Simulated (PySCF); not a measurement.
The dipole of `CC[C@@H]1OBO[C@H]1F` from its density and from atomic charges.

Coordinates (PBE0-D3(BJ)/def2-SVP, Å) and charges (e) from the PBE0/pcSseg-1 density (PySCF):

| atom | x | y | z | Mulliken | IAO | Hirshfeld | ESP-fitted |
| --- | --- | --- | --- | --- | --- | --- | --- |
| C1 | 2.050 | 0.494 | -0.629 | -0.2686 | -0.4116 | -0.1140 | -0.2054 |
| C2 | 1.066 | -0.251 | 0.256 | -0.2562 | -0.2545 | -0.0682 | -0.0025 |
| C3 | -0.322 | -0.342 | -0.349 | -0.0415 | +0.0512 | +0.0374 | +0.0116 |
| O4 | -0.845 | 0.960 | -0.599 | -0.4726 | -0.4004 | -0.1702 | -0.4336 |
| B5 | -1.888 | 1.158 | 0.247 | +0.4883 | +0.3698 | +0.2194 | +0.6316 |
| O6 | -2.162 | 0.057 | 1.021 | -0.4718 | -0.4018 | -0.1857 | -0.4878 |
| C7 | -1.361 | -0.989 | 0.582 | +0.4598 | +0.3415 | +0.1281 | +0.4473 |
| F8 | -2.130 | -1.881 | -0.105 | -0.3106 | -0.3146 | -0.1135 | -0.2541 |
| H9 | 2.199 | -0.029 | -1.586 | +0.1146 | +0.1365 | +0.0414 | +0.0691 |
| H10 | 1.680 | 1.505 | -0.854 | +0.1358 | +0.1515 | +0.0397 | +0.0667 |
| H11 | 3.031 | 0.589 | -0.142 | +0.1234 | +0.1433 | +0.0445 | +0.0653 |
| H12 | 1.420 | -1.278 | 0.450 | +0.1312 | +0.1369 | +0.0448 | +0.0160 |
| H13 | 0.986 | 0.243 | 1.240 | +0.1211 | +0.1333 | +0.0400 | +0.0524 |
| H14 | -0.298 | -0.901 | -1.299 | +0.1394 | +0.1558 | +0.0466 | +0.1136 |
| H15 | -2.500 | 2.184 | 0.330 | -0.0016 | +0.0162 | -0.0416 | -0.1267 |
| H16 | -0.928 | -1.523 | 1.444 | +0.1093 | +0.1469 | +0.0515 | +0.0366 |

**Question.** Form Σ q r in debye for every column and set it beside the full dipole.

**Answer.** The full density gives (2.44, -0.45, 0.44) D, 2.52 D in size; dipole vectors point from the negative to the positive end.

```csv
scheme,μx,μy,μz,size (D),share of the full size (%),angle to the full dipole (°)
Mulliken,3.57,0.00,1.01,3.71,147,12
IAO,3.24,-0.22,0.98,3.39,135,9
Hirshfeld,1.53,-0.29,0.28,1.58,63,0
ESP-fitted,2.49,-0.42,0.43,2.57,102,1
```

**Question.** Which set comes closest?

**Answer.** Length of the difference vector: ESP-fitted 0.06 D, Hirshfeld 0.94 D, IAO 0.99 D, Mulliken 1.35 D. Closest: ESP-fitted. 

**Question.** What is left for the Hirshfeld atoms' own dipoles?

**Answer.** The Hirshfeld atoms' densities add up to the full density, so μ = Σ q r + Σ (atomic dipoles). The atomic dipoles sum to (2.44, -0.45, 0.44) − (1.53, -0.29, 0.28) = (0.91, -0.16, 0.16) D, 0.94 D in size.

**Question.** With the origin at the mean of the coordinates, (0.000, 0.000, 0.000) Å, which are the largest single terms, by size, of the IAO dipole along the direction of the full one?

**Answer.** O6 +3.72, B5 -3.54, C1 -3.53, F8 +2.63, O4 +2.11 D; all 16 atoms together +3.35 D. The single terms depend on the origin, their sum doesn't.

**Question.** Give the size of the full dipole in other units.

**Answer.** 2.52 D = 0.992 au = 0.525 e·Å = 8.41 × 10⁻³⁰ C·m.

The structure is a single PBE0-D3(BJ)/def2-SVP conformer in the gas phase; no vibrational or solvent corrections.

The values belong to the conformer `[CH3:1][CH2:2][C@@H:3]1[O:4][BH:5][O:6][C@H:7]1[F:8]`: C1–C2–C3–O4 -59°.
